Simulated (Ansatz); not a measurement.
Gas-phase electronic energies from Ansatz, PBE0-D4/def2-TZVP geometries. CBS: MP2 limit from def2 TZ/QZ plus the TZ coupled-cluster correction, frozen cores. This one scheme is used for every species. Functionals use def2-TZVPP. B3LYP here is the variant with VWN-RPA as its local correlation; programs differ in this. HSE06 is defined as in plane-wave codes.

`C#C[Si](F)(F)Cl` → `F[Si]Cl` + `C#CF`  (silylene formation by 1,1-elimination)

| level | ΔE (kJ/mol) | difference from CCSD(T)/CBS |
| --- | --- | --- |
| LDA (SPW92) | 447.2 | -33.7 |
| PBE-D4 | 431.7 | -49.2 |
| revPBE-D4 | 432.3 | -48.6 |
| BLYP-D4 | 428.1 | -52.8 |
| r2SCAN-D4 | 480.4 | -0.5 |
| B97M-V | 471.5 | -9.4 |
| PBE0-D4 | 458.4 | -22.5 |
| B3LYP-D4 | 451.1 | -29.8 |
| r2SCANh-D4 | 484.2 | 3.3 |
| r2SCAN0-D4 | 489.2 | 8.3 |
| HSE06-D4 | 457.7 | -23.2 |
| BHLYP-D4 | 480.5 | -0.4 |
| CAM-B3LYP-D4 | 462.2 | -18.7 |
| ωB97X-V | 467.0 | -13.9 |
| ωB97M-V | 454.0 | -26.9 |
| B2PLYP | 462.2 | -18.7 |
| PBE-QIDH | 485.6 | 4.7 |
| revPBE | 408.7 | -72.2 |
| r2SCAN | 478.0 | -2.9 |
| PBE0 | 450.2 | -30.7 |
| B3LYP | 435.9 | -45.0 |
| r2SCAN0 | 486.3 | 5.4 |
| HSE06 | 450.0 | -30.9 |
| CAM-B3LYP | 453.7 | -27.2 |
| LC-ωPBE | 466.5 | -14.4 |
| RPA@PBE/def2-TZVPP | 449.1 | -31.8 |
| HF/def2-SVP | 445.2 | -35.7 |
| CCSD/def2-SVP | 430.8 | -50.1 |
| CCSD(T)/def2-SVP | 429.0 | -51.9 |
| HF/def2-TZVPP | 478.2 | -2.7 |
| MP2/def2-TZVPP | 497.6 | 16.7 |
| SCS-MP2/def2-TZVPP | 485.9 | 5.0 |
| CCSD/def2-TZVPP | 473.6 | -7.3 |
| CCSD(T)/def2-TZVPP | 472.7 | -8.2 |
| HF/def2-QZVPP | 480.2 | -0.7 |
| MP2/def2-QZVPP | 503.0 | 22.1 |
| SCS-MP2/def2-QZVPP | 492.1 | 11.2 |
| HF/CBS(def2) | 480.4 | -0.5 |
| MP2/CBS(def2) | 505.8 | 24.9 |
| CCSD/CBS(def2) | 481.7 | 0.8 |
| CCSD(T)/CBS | 480.9 | 0 |

Largest T1 diagnostic among the species: 0.014.

The D4 term adds +15.2 kJ/mol with B3LYP and +8.2 kJ/mol with PBE0; it sums over pairs of atoms, weighted by their polarisabilities, and B3LYP, whose exchange is more repulsive, gets the larger term. Leaving LDA and LC-ωPBE aside and taking each functional with its dispersion term where it has one, the values spread over 61.1 kJ/mol, from BLYP-D4 to r2SCAN0-D4. LDA lies +24.9 kJ/mol from PBE without D4. From PBE to PBE0 (25 % exact exchange), in def2-TZVPP and without D4, ΔE moves by +27.9 kJ/mol.
